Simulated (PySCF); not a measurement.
**Radial density of Hg²⁺ (mercury, charge +2)**

UHF, [Xe] 4f14 5d9 6s1, high-spin 3D determinant (an excited configuration). Calculation: PySCF 2.14, in ANO-RCC-VTZP; scalar relativity by spin-free X2C-1e.

```tsv
r (bohr)	4πr²ρ (e/bohr)	4πr²(ρα − ρβ)
0.0191	98.37	-0.0016
0.0321	118.5	0.0084
0.0540	149.7	0.0382
0.0909	116.3	0.0849
0.153	138.3	0.0430
0.257	76.86	0.0931
0.432	84.10	0.0893
0.727	27.48	0.3617
1.22	15.19	0.9182
2.06	3.147	0.8518
3.46	0.2565	0.1760
5.82	0.002573	0.0025
9.79	4.887e-05	0.0000
```

Densities and radii are taken from the X2C orbitals without a picture-change correction, which distorts them close to the nucleus.

Spin-orbit coupling, absent here, splits the open shell strongly.
